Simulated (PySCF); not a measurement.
## Correlation energy of Mg (magnesium, neutral)

[Ne] 3s1 4s1, high-spin 3S determinant (an excited configuration). Calculation: PySCF 2.14, in aug-cc-pVTZ; the non-relativistic Hamiltonian (point nucleus). Frozen: [Ne]; 2 electrons correlated.

With two correlated electrons CCSD is exact within the correlated space (frozen core and kept virtual orbitals).

```
level  correlation energy (mhartree)
 CCSD                          -4.16
```

Diagnostics: T1 = 0.015, D1 = 0.0297, largest double amplitude 0.055.

The outer electron is Rydberg-like, and this basis confines it to a smaller radius and binds it less than a complete one would.

Cost of the coupled-cluster step: of the order of 0.6 core-seconds, for 2 correlated electrons.
